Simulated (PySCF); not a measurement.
Computed with PBE-D3(BJ)/def2-TZVP // BP86-D3(BJ)/def2-SVP in PySCF 2.14.0. Gas-phase values, no solvent. One relaxed conformer stands for a flexible species; it need not be the lowest. 

Reference species: [Nb(Cl)5] (neutral, multiplicity 1).

```
Property                                 Result
-------------------------------------  --------
charge on the central atom (Mulliken)    1.11 e
HOMO–LUMO gap                           2.82 eV
coordination number                           5
HOMO                                   -7.85 eV
```

Changed species: [Nb(Cl)2(OH)3] (3 of 5 Cl replaced by OH; the reference has 0 of 5 Cl replaced by OH).

Problem. Predict the effect on the charge on the central atom (Mulliken), HOMO–LUMO gap, coordination number and HOMO.

Solution. the charge on the central atom (Mulliken) increases by 0.37 e, to 1.48 e; the HOMO–LUMO gap rises by 1.03 eV, to 3.85 eV; the coordination number hardly moves; the HOMO rises by 0.79 eV, to -7.06 eV.
